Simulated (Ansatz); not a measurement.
Born–Oppenheimer molecular dynamics of AlH$_{7}$O$_{2}$Si$_{2}$ (12 atoms, charge 0, multiplicity 1). It starts from a relaxed structure.

All numbers below come from RKS r2SCAN-D4/STO-3G (Ansatz).

```yaml
ensemble: NVE (Milne-controlled integrator)
time_step: 0.5 fs
steps_asked: 484
starting_velocities_drawn_for: 700 K
seed: 801710
```

Frames 1 fs apart, positions in Å, forces in eV/Å.

Velocities at 180 fs (Å/ps):

```
Al -1.14 2.76 1.60
H 8.06 -21.86 -18.71
O -1.05 -3.23 1.37
Si -3.02 -0.64 1.71
H 33.71 30.54 -19.38
H -10.98 -13.28 -32.27
H 20.16 -30.18 22.95
O 2.42 4.49 -6.49
Si 2.86 -1.50 -0.15
H 10.22 13.63 -5.57
H -41.39 9.72 24.52
H -6.54 -22.70 23.52
```

```xyz
12
Properties=species:S:1:pos:R:3:forces:R:3 time_fs=180 energy_less_start_eV=0.246 T=509
Al 0.023 -0.146 0.132 -0.13 -0.15 0.09
H -0.417 0.782 1.256 -0.02 -0.40 -0.53
O 1.605 -0.026 -0.421 -0.13 0.40 0.43
Si 2.255 -1.170 -1.452 0.71 0.15 0.37
H 1.403 -1.638 -2.462 -1.00 -0.46 -0.98
H 3.364 -0.579 -2.144 0.37 0.22 -0.02
H 2.736 -2.325 -0.741 0.12 -0.24 0.24
O -0.758 -1.429 -0.689 -0.86 0.44 0.09
Si -2.480 -1.454 -0.733 0.67 0.47 -0.19
H -3.056 -1.800 0.510 -0.22 -0.37 1.06
H -3.142 -0.214 -1.065 0.26 0.40 -0.15
H -2.995 -2.393 -1.678 0.24 -0.47 -0.42
12
Properties=species:S:1:pos:R:3:forces:R:3 time_fs=181 energy_less_start_eV=0.307 T=462
Al 0.022 -0.143 0.134 0.07 -0.61 -0.46
H -0.410 0.759 1.235 -0.24 0.06 0.01
O 1.604 -0.030 -0.419 -0.12 0.42 0.44
Si 2.252 -1.170 -1.451 1.41 -0.46 0.73
H 1.432 -1.610 -2.486 -1.28 -0.64 -1.07
H 3.355 -0.591 -2.176 0.33 0.22 0.23
H 2.756 -2.355 -0.717 -0.27 0.54 -0.29
O -0.756 -1.425 -0.695 -0.86 0.47 0.08
Si -2.477 -1.455 -0.733 0.28 0.90 -0.36
H -3.047 -1.789 0.510 -0.22 -0.46 1.24
H -3.181 -0.203 -1.042 0.60 -0.10 -0.16
H -3.000 -2.418 -1.657 0.29 -0.33 -0.39
12
Properties=species:S:1:pos:R:3:forces:R:3 time_fs=182 energy_less_start_eV=0.408 T=385
Al 0.021 -0.141 0.135 0.29 -1.11 -1.06
H -0.405 0.737 1.215 -0.47 0.54 0.61
O 1.602 -0.032 -0.417 -0.09 0.44 0.44
Si 2.249 -1.171 -1.449 1.73 -1.00 0.54
H 1.448 -1.588 -2.520 -1.23 -0.65 -0.76
H 3.349 -0.601 -2.206 0.24 0.20 0.50
H 2.774 -2.380 -0.697 -0.56 1.09 -0.67
O -0.754 -1.420 -0.702 -0.85 0.50 0.07
Si -2.474 -1.456 -0.733 -0.23 1.05 -0.26
H -3.039 -1.781 0.521 -0.09 -0.45 1.09
H -3.215 -0.193 -1.019 0.89 -0.51 -0.19
H -3.003 -2.446 -1.639 0.37 -0.12 -0.30
12
Properties=species:S:1:pos:R:3:forces:R:3 time_fs=183 energy_less_start_eV=0.509 T=306
Al 0.020 -0.139 0.137 0.46 -1.51 -1.55
H -0.404 0.720 1.200 -0.66 0.93 1.08
O 1.601 -0.035 -0.415 -0.05 0.46 0.42
Si 2.248 -1.172 -1.446 1.69 -1.39 -0.10
H 1.453 -1.572 -2.561 -0.93 -0.52 -0.14
H 3.345 -0.609 -2.231 0.15 0.18 0.75
H 2.786 -2.395 -0.683 -0.74 1.38 -0.89
O -0.753 -1.414 -0.708 -0.83 0.53 0.06
Si -2.471 -1.457 -0.734 -0.74 0.95 0.09
H -3.033 -1.778 0.543 0.13 -0.36 0.67
H -3.241 -0.188 -0.999 1.07 -0.76 -0.24
H -3.002 -2.475 -1.624 0.45 0.12 -0.17
12
Properties=species:S:1:pos:R:3:forces:R:3 time_fs=184 energy_less_start_eV=0.577 T=254
Al 0.019 -0.137 0.137 0.49 -1.65 -1.72
H -0.409 0.711 1.196 -0.72 1.08 1.26
O 1.600 -0.037 -0.413 0.01 0.46 0.40
Si 2.246 -1.174 -1.444 1.42 -1.55 -0.92
H 1.449 -1.561 -2.604 -0.54 -0.36 0.57
H 3.342 -0.616 -2.249 0.07 0.15 0.94
H 2.791 -2.397 -0.677 -0.80 1.41 -0.95
O -0.753 -1.409 -0.715 -0.80 0.54 0.05
Si -2.468 -1.458 -0.734 -1.13 0.66 0.60
H -3.026 -1.778 0.571 0.36 -0.24 0.14
H -3.256 -0.190 -0.981 1.13 -0.84 -0.32
H -2.996 -2.503 -1.611 0.50 0.34 -0.06
12
Properties=species:S:1:pos:R:3:forces:R:3 time_fs=185 energy_less_start_eV=0.589 T=244
Al 0.018 -0.136 0.137 0.37 -1.48 -1.51
H -0.421 0.712 1.203 -0.63 0.92 1.06
O 1.599 -0.039 -0.411 0.08 0.45 0.37
Si 2.246 -1.176 -1.442 1.01 -1.44 -1.71
H 1.440 -1.554 -2.641 -0.18 -0.23 1.18
H 3.340 -0.621 -2.258 0.04 0.15 1.04
H 2.789 -2.385 -0.680 -0.74 1.20 -0.85
O -0.753 -1.403 -0.721 -0.76 0.54 0.03
Si -2.466 -1.458 -0.734 -1.30 0.24 1.14
H -3.015 -1.781 0.601 0.54 -0.13 -0.37
H -3.261 -0.200 -0.966 1.05 -0.73 -0.41
H -2.986 -2.528 -1.598 0.51 0.51 0.02
12
Properties=species:S:1:pos:R:3:forces:R:3 time_fs=186 energy_less_start_eV=0.555 T=271
Al 0.018 -0.136 0.136 0.12 -1.08 -1.00
H -0.439 0.722 1.221 -0.41 0.53 0.57
O 1.597 -0.041 -0.408 0.16 0.43 0.34
Si 2.245 -1.179 -1.441 0.52 -1.05 -2.34
H 1.429 -1.548 -2.667 0.09 -0.14 1.59
H 3.339 -0.624 -2.257 0.07 0.16 1.04
H 2.780 -2.362 -0.691 -0.56 0.74 -0.59
O -0.753 -1.397 -0.727 -0.72 0.53 0.01
Si -2.464 -1.458 -0.734 -1.22 -0.24 1.61
H -2.999 -1.785 0.627 0.64 -0.03 -0.75
H -3.255 -0.216 -0.955 0.85 -0.46 -0.51
H -2.971 -2.547 -1.585 0.47 0.60 0.03
12
Properties=species:S:1:pos:R:3:forces:R:3 time_fs=187 energy_less_start_eV=0.511 T=305
Al 0.017 -0.136 0.135 -0.19 -0.59 -0.38
H -0.461 0.738 1.243 -0.13 0.06 -0.02
O 1.596 -0.043 -0.405 0.25 0.40 0.29
Si 2.245 -1.182 -1.441 -0.04 -0.37 -2.80
H 1.419 -1.545 -2.678 0.25 -0.10 1.77
H 3.339 -0.626 -2.246 0.14 0.20 0.95
H 2.765 -2.333 -0.707 -0.27 0.03 -0.17
O -0.754 -1.390 -0.733 -0.67 0.51 -0.02
Si -2.463 -1.458 -0.733 -0.89 -0.75 1.98
H -2.977 -1.789 0.646 0.63 0.04 -0.97
H -3.242 -0.237 -0.949 0.52 -0.03 -0.61
H -2.952 -2.562 -1.572 0.38 0.59 -0.02
12
Properties=species:S:1:pos:R:3:forces:R:3 time_fs=188 energy_less_start_eV=0.488 T=323
Al 0.016 -0.136 0.134 -0.47 -0.14 0.18
H -0.484 0.753 1.266 0.13 -0.36 -0.56
O 1.595 -0.044 -0.402 0.34 0.36 0.23
Si 2.245 -1.185 -1.441 -0.60 0.50 -3.02
H 1.411 -1.542 -2.672 0.30 -0.11 1.71
H 3.339 -0.626 -2.226 0.25 0.25 0.78
H 2.748 -2.303 -0.725 0.09 -0.82 0.34
O -0.755 -1.383 -0.740 -0.61 0.49 -0.05
Si -2.462 -1.459 -0.732 -0.36 -1.19 2.20
H -2.949 -1.793 0.655 0.53 0.07 -0.99
H -3.224 -0.258 -0.948 0.13 0.47 -0.70
H -2.929 -2.570 -1.559 0.25 0.49 -0.12
12
Properties=species:S:1:pos:R:3:forces:R:3 time_fs=189 energy_less_start_eV=0.479 T=329
Al 0.016 -0.136 0.133 -0.69 0.18 0.58
H -0.506 0.765 1.283 0.33 -0.66 -0.95
O 1.595 -0.045 -0.398 0.42 0.32 0.18
Si 2.244 -1.188 -1.443 -1.02 1.34 -2.91
H 1.405 -1.540 -2.650 0.23 -0.16 1.41
H 3.343 -0.624 -2.199 0.38 0.30 0.55
H 2.732 -2.281 -0.740 0.41 -1.59 0.81
O -0.756 -1.376 -0.746 -0.53 0.47 -0.07
Si -2.460 -1.460 -0.730 0.24 -1.48 2.24
H -2.916 -1.796 0.656 0.35 0.06 -0.82
H -3.204 -0.275 -0.954 -0.24 0.91 -0.76
H -2.903 -2.574 -1.547 0.09 0.31 -0.26
12
Properties=species:S:1:pos:R:3:forces:R:3 time_fs=190 energy_less_start_eV=0.444 T=357
Al 0.015 -0.136 0.132 -0.81 0.36 0.80
H -0.525 0.772 1.291 0.46 -0.82 -1.15
O 1.594 -0.046 -0.395 0.49 0.27 0.13
Si 2.244 -1.190 -1.445 -1.09 1.85 -2.31
H 1.402 -1.540 -2.615 0.02 -0.25 0.87
H 3.349 -0.619 -2.167 0.49 0.33 0.32
H 2.720 -2.274 -0.747 0.57 -1.97 1.03
O -0.758 -1.369 -0.752 -0.43 0.46 -0.09
Si -2.459 -1.461 -0.727 0.77 -1.47 2.04
H -2.880 -1.799 0.649 0.10 0.01 -0.47
H -3.187 -0.283 -0.968 -0.48 1.14 -0.76
H -2.877 -2.575 -1.538 -0.07 0.10 -0.41
12
Properties=species:S:1:pos:R:3:forces:R:3 time_fs=191 energy_less_start_eV=0.362 T=420
Al 0.013 -0.136 0.132 -0.84 0.38 0.82
H -0.540 0.770 1.289 0.49 -0.83 -1.17
O 1.594 -0.046 -0.392 0.54 0.21 0.09
Si 2.243 -1.192 -1.448 -0.71 1.86 -1.18
H 1.399 -1.542 -2.572 -0.32 -0.39 0.15
H 3.361 -0.611 -2.131 0.51 0.31 0.12
H 2.713 -2.285 -0.745 0.48 -1.76 0.89
O -0.760 -1.361 -0.759 -0.32 0.44 -0.11
Si -2.458 -1.463 -0.723 1.10 -1.13 1.57
H -2.842 -1.802 0.637 -0.18 -0.06 0.03
H -3.174 -0.281 -0.989 -0.53 1.04 -0.67
H -2.851 -2.575 -1.532 -0.22 -0.10 -0.52
```

Of the whole run (242 fs, mean temperature of the second half 360 K): The conserved energy stayed within 0.041 meV per atom of its start (net change -0.01 meV per atom), so the integration is sound. Over the second half the temperature averaged 0.51 of the 700 K drawn at the start: a run that starts near a minimum puts about half its kinetic energy into the potential. A run of 0.24 ps of so small a system gives no equilibrium averages. Limits of this set-up: minimal basis.

Time of the run: 33 min on 1 thread of Arm Neoverse V2, on a shared host, peak memory 0.13 GiB.
